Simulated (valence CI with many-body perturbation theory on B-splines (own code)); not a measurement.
## Level structure of Tb⁵⁰⁺

Level of theory: configuration interaction combined with many-body perturbation theory (CI+MBPT): five valence electrons over a frozen Dirac-Fock core [Ne], a basis of 11 s, 11 p, 10 d, 8 f, 5 g, 2 h functions for each j, with the one-electron correlation potential Σ1 (screened to all orders), the two-electron term Σ2, the three-electron term Σ3, Breit, model QED; selected single and double excitations, second order for the rest, scaled by the run's own slope (own B-spline code, finite nucleus).

The last digits are not significant, and no measured levels were compared; by estimate large intervals hold to a few tenths of a per cent, small ones and those within an open d or f shell to about a per cent. Among the levels kept, up to 3200 cm⁻¹ of a level comes from second order outside the variational space, and about a tenth of that is noise between levels of different J, which matters for small intervals.

Levels 91 to 135 of 166, with energies above the lowest level, (3s^2 3p1/2^2 3p3/2) J=3/2. "Leading %" is the weight of the configuration and term that name the level; weights of strongly mixed levels are sums over their largest components and can fall short, so below about 35 % the name and the second component can differ from the true leading terms, or belong to a minority configuration. In the jj column 3d3/2^4 stands for four electrons in 3d with j = 3/2. Lifetimes count E1, E2, E3, M1 and M2 decay at the calculated energies, and are blank where another channel may lead or the interval is too uncertain; long ones can be off by a factor of two.

```
No.  Configuration  Term     J  E (Ry)  Leading %  Lifetime                     Leading jj
 91      3s.3p3.3d   2F°   5/2  54.576         28    714 fs  3s 3p1/2 3p3/2^2 3d3/2 (90 %)
 92         3s.3p4    2S   1/2  54.746         34    559 fs              3s 3p3/2^4 (92 %)
 93      3s.3p3.3d   4G°  11/2  55.019         96   7.18 ps  3s 3p1/2 3p3/2^2 3d5/2 (96 %)
 94      3s.3p3.3d   4F°   9/2  55.257         51   3.84 ps  3s 3p1/2 3p3/2^2 3d5/2 (87 %)
 95      3s.3p3.3d   4P°   1/2  55.329         38   1.15 ps  3s 3p1/2 3p3/2^2 3d5/2 (63 %)
 96      3s.3p3.3d   2P°   1/2  55.402         47    708 fs  3s 3p1/2 3p3/2^2 3d3/2 (45 %)
 97      3s.3p3.3d   4D°   3/2  55.431         25    723 fs  3s 3p1/2 3p3/2^2 3d3/2 (70 %)
 98      3s.3p3.3d   2F°   5/2  55.598         24    708 fs  3s 3p1/2 3p3/2^2 3d3/2 (56 %)
 99      3s.3p3.3d   4D°   1/2  56.008         39    597 fs  3s 3p1/2 3p3/2^2 3d3/2 (78 %)
100      3s.3p3.3d   4D°   3/2  56.084         18    488 fs  3s 3p1/2 3p3/2^2 3d3/2 (59 %)
101      3s.3p3.3d   4D°   5/2  56.127         35   1.55 ps  3s 3p1/2 3p3/2^2 3d5/2 (74 %)
102     3s.3p2.3d2    4F   7/2  56.187         27   6.79 ps  3s 3p1/2^2 3d3/2 3d5/2 (92 %)
103      3s.3p3.3d   2D°   3/2  56.446         27   1.55 ps  3s 3p1/2 3p3/2^2 3d5/2 (87 %)
104      3s.3p3.3d   2F°   7/2  56.528         50   2.87 ps  3s 3p1/2 3p3/2^2 3d5/2 (85 %)
105     3s.3p2.3d2    6G   5/2  56.569         17   6.05 ps  3s 3p1/2^2 3d3/2 3d5/2 (90 %)
106      3s.3p3.3d   2P°   1/2  56.671         43    871 fs  3s 3p1/2 3p3/2^2 3d5/2 (50 %)
107      3s.3p3.3d   4D°   5/2  56.737         30   1.21 ps  3s 3p1/2 3p3/2^2 3d5/2 (77 %)
108     3s.3p2.3d2    6D   3/2  56.931         33   5.39 ps  3s 3p1/2^2 3d3/2 3d5/2 (94 %)
109      3s.3p3.3d   4D°   7/2  57.193         32   1.36 ps  3s 3p1/2 3p3/2^2 3d5/2 (81 %)
110      3s.3p3.3d   2P°   3/2  57.342         35   1.25 ps  3s 3p1/2 3p3/2^2 3d5/2 (76 %)
111      3s.3p3.3d   2G°   9/2  57.352         64   1.59 ps  3s 3p1/2 3p3/2^2 3d5/2 (77 %)
112     3s.3p2.3d2    4F   9/2  57.418         29   4.63 ps  3s 3p1/2^2 3d3/2 3d5/2 (89 %)
113      3s.3p3.3d   4D°   5/2  57.476         30   1.32 ps  3s 3p1/2 3p3/2^2 3d5/2 (85 %)
114     3s.3p2.3d2    2F   5/2  57.544         24   5.03 ps  3s 3p1/2^2 3d3/2 3d5/2 (93 %)
115     3s.3p2.3d2    2D   3/2  57.845         20   5.82 ps  3s 3p1/2^2 3d3/2 3d5/2 (87 %)
116      3s.3p3.3d   2F°   5/2  57.933         42   2.23 ps  3s 3p1/2 3p3/2^2 3d5/2 (86 %)
117      3s.3p3.3d   4D°   7/2  57.966         37    867 fs  3s 3p1/2 3p3/2^2 3d5/2 (95 %)
118     3s.3p2.3d2    2G   7/2  57.967         29   5.07 ps  3s 3p1/2^2 3d3/2 3d5/2 (95 %)
119      3s.3p3.3d   2F°   7/2  58.228         38   1.06 ps  3s 3p1/2 3p3/2^2 3d5/2 (77 %)
120      3s.3p3.3d   2P°   3/2  58.257         40   1.48 ps  3s 3p1/2 3p3/2^2 3d5/2 (81 %)
121     3s.3p2.3d2    2P   1/2  58.303         35   5.21 ps  3s 3p1/2^2 3d3/2 3d5/2 (88 %)
122      3s.3p3.3d   2D°   5/2  58.475         43   1.19 ps  3s 3p1/2 3p3/2^2 3d5/2 (84 %)
123      3s.3p3.3d   2S°   1/2  58.768         34    844 fs  3s 3p1/2 3p3/2^2 3d5/2 (62 %)
124      3s.3p3.3d   2D°   3/2  58.884         22    553 fs  3s 3p1/2 3p3/2^2 3d5/2 (54 %)
125     3s2.3p.3d2   2G°   7/2  58.929         26    454 fs      3s^2 3p3/2 3d3/2^2 (76 %)
126     3s2.3p.3d2   4F°   5/2  59.072         28    369 fs      3s^2 3p3/2 3d3/2^2 (68 %)
127     3s2.3p.3d2   4D°   1/2  59.202         36    394 fs      3s^2 3p3/2 3d3/2^2 (57 %)
128     3s2.3p.3d2   4F°   3/2  59.401         16    391 fs      3s^2 3p3/2 3d3/2^2 (37 %)
129      3s.3p3.3d   2D°   5/2  59.566         32    692 fs  3s 3p1/2 3p3/2^2 3d5/2 (80 %)
130      3s.3p3.3d   2D°   3/2  59.731         27    803 fs  3s 3p1/2 3p3/2^2 3d5/2 (71 %)
131     3s2.3p.3d2   4P°   3/2  60.447         16    333 fs      3s^2 3p3/2 3d3/2^2 (68 %)
132     3s.3p2.3d2    4F   9/2  60.548         24   3.97 ps      3s 3p1/2^2 3d5/2^2 (86 %)
133     3s2.3p.3d2   4G°   9/2  60.586         45    640 fs  3s^2 3p3/2 3d3/2 3d5/2 (79 %)
134     3s2.3p.3d2   4G°  11/2  60.851         55   1.47 ps  3s^2 3p3/2 3d3/2 3d5/2 (83 %)
135     3s2.3p.3d2   4F°   7/2  60.943         28    557 fs  3s^2 3p3/2 3d3/2 3d5/2 (77 %)
```

Where two levels of one J and parity lie close, their mixing, g and order are uncertain.
